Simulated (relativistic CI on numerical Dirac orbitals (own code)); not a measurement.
**How well does a small relativistic CI reproduce K7+?**

Calculated at this level of theory: Dirac-Coulomb-Breit CI, separate exchange-only KLI orbitals for each configuration, model QED (radiative potential, 1s self-energy scaled to tabulated hydrogen-like ionisation energies), valence Slater integrals scaled by 0.9, configuration energies shifted to the measured levels that pair with them (semi-empirical) (own radial code, finite nucleus).

Configurations in the expansion (outside the closed core [Ne]): 3s2, 3s.3p, 3p2, 3s.3d, 3p.3d, 3s.4s, 3s.4p, 3d2, 3s.4d, 3p.4s, 3s.4f, 3p.4p, 3s.5s, 3s.5p, 3s.5d, 3s.5f, 3s.6s, 3s.6p, 3s.6d, 3s.7p, 3d.4s, 4s2, 3s.5g. Levels of other configurations are missing.

```tsv
Configuration	Term (tabulated)	J	Measured (cm⁻¹)	Computed	Error	Purity (%)
3s2	1S	0	0.0	0	0	97
3s.3p	3P°	0	128097.0	128125	28	100
3s.3p	3P°	1	129209.0	129224	15	100
3s.3p	3P°	2	131582.0	131567	-15	100
3s.3p	1P°	1	192537.0	191501	-1036	97
3p2	1D	2	300317.0	300691	374	76
3p2	3P	0	304820.0	304835	15	99
3p2	3P	1	306179.0	306179	0	100
3p2	3P	2	308756.0	308733	-23	96
3p2	1S	0	357590.0	356211	-1379	94
3s.3d	3D	1	368127.0	368135	8	100
3s.3d	3D	2	368206.0	368198	-8	100
3s.3d	3D	3	368337.0	368301	-36	100
3s.3d	1D	2	419030.0	420733	1703	78
3p.3d	3F°	2	503756.0	503947	191	97
3p.3d	3F°	3	505184.0	505361	177	100
3p.3d	3F°	4	506945.0	507091	146	100
3p.3d	1D°	2	510993.0	511137	144	97
3p.3d	3P°	2	535330.0	535137	-193	86
3p.3d	3P°	1	536211.0	536067	-144	76
3p.3d	3P°	0	537314.0	537156	-158	100
3p.3d	3D°	1	538541.0	538364	-177	77
3p.3d	3D°	2	539020.0	538823	-197	87
3p.3d	3D°	3	539175.0	538958	-217	100
3p.3d	1F°	3	576421.0	578425	2004	98
3p.3d	1P°	1	585418.0	589010	3592	96
3s.4s	3S	1	631861.0	631834	-27	99
3s.4s	1S	0	644451.0	644478	27	98
3s.4p	1P°	1	695386.0	695386	0	91
3d2	3F	2	742660.0	742690	30	100
3d2	3F	3	742797.0	742797	0	100
3d2	3F	4	742952.0	742932	-20	100
3d2	1G	4	756866.0	763532	6666	100
3d2	1D	2	757420.0	759413	1993	89
3d2	3P	0	762399.0	760491	-1908	99
3d2	3P	1	762470.0	760531	-1939	99
3d2	3P	2	762534.0	760591	-1943	98
3s.4d	3D	1	770344.0	770360	16	97
3s.4d	3D	2	770430.0	770443	13	97
3s.4d	3D	3	770580.0	770567	-13	97
3s.4d	1D	2	773838.0	772902	-936	87
3p.4s	3P°	0	794832.0	794830	-2	99
3p.4s	3P°	1	795744.0	795812	68	97
3p.4s	3P°	2	798464.0	798464	0	99
3s.4f	3F°	2	801673.0	801671	-2	100
3s.4f	3F°	3	801681.0	801683	2	100
3s.4f	3F°	4	801707.0	801701	-6	100
3d2	1S	0	803924.0	804474	550	94
3s.4f	1F°	3	809317.0	810514	1197	98
3p.4p	3D	1	849452.0	849189	-263	85
3p.4p	3D	2	850484.0	850185	-299	95
3p.4p	3D	3	852919.0	852656	-263	96
3p.4p	3P	0	855948.0	856090	142	99
3p.4p	3P	1	856708.0	856803	95	85
3p.4p	3P	2	858515.0	858617	102	98
3p.4p	3S	1	859252.0	859252	0	81
3s.5s	3S	1	885074.0	885074	0	96
3s.5p	1P°	1	912950.0	912950	0	98
3s.5d	1D	2	947146.0	948992	1846	98
3s.5d	3D	3	948489.0	948520	31	100
3s.5d	3D	2	948518.0	948487	-31	100
3s.5d	3D	1	948543.0	948467	-76	100
3s.5f	1F°	3	966546.0	966546	0	100
3s.6s	3S	1	1007471.0	1007471	0	100
3s.6p	1P°	1	1022568.0	1022568	0	99
3s.6d	3D	1	1042985.0	1042992	7	100
3s.6d	3D	2	1043002.0	1043002	0	100
3s.6d	3D	3	1043068.0	1043018	-50	100
3s.7p	1P°	1	1087938.0	1087938	0	99
```

Measured levels from Sansonetti, J. Phys. Chem. Ref. Data 37, 7 (2008); pairs were made by configuration, J and term (by order where the table uses no LS term), so strongly mixed levels may be paired wrongly.

Mean error by configuration (cm⁻¹): 3s.3p -252; 3p2 -203; 3s.3d 417; 3p.3d 431; 3s.4s 0; 3s.4p 0; 3d2 381; 3s.4d -230; 3p.4s 22; 3s.4f 298; 3p.4p -69; 3s.5s 0; 3s.5p 0; 3s.5d 443; 3s.5f 0; 3s.6s 0; 3s.6p 0; 3s.6d -14; 3s.7p 0. Over the excited levels the mean absolute error is 479 cm⁻¹ (68 of the 69 excited levels that our extract of the source holds in range could be paired, and the others can miss by more), and the median relative error of those above 1,000 cm⁻¹ is 0.01 %, both after the shifts were fitted to these levels, so that a configuration with one level shows no error.

Configurations whose levels could be paired with our table of measured levels were shifted onto them, all but the ground configuration, by the median error of their levels; single terms can still be off by 1,000 to 2,000 cm⁻¹ or more, and rates follow the energies as ν³ (E1, M1) or ν⁵ (E2). The others borrow a shift and can be off by several thousand cm⁻¹ or more. 68 of the 69 excited levels that our extract of the measured tables holds in this range could be paired (the sources list more); they are missed by 479 cm⁻¹ on average and 6666 at most, after the shifts were fitted to these levels, and levels without a partner can miss by more.

Shifts applied (cm⁻¹): 3s2 0; 3s.3p 684; 3p2 -840; 3s.3d -1701; 3p.3d -1769; 3s.4s 683; 3s.4p -2321; 3d2 -3417; 3s.4d -641; 3p.4s -1250; 3s.4f -5186; 3p.4p -1032; 3s.5s -1164; 3s.5p -4727; 3s.5d -2034; 3s.5f -4329; 3s.6s -719; 3s.6p -2713; 3s.6d -935; 3s.7p -172.
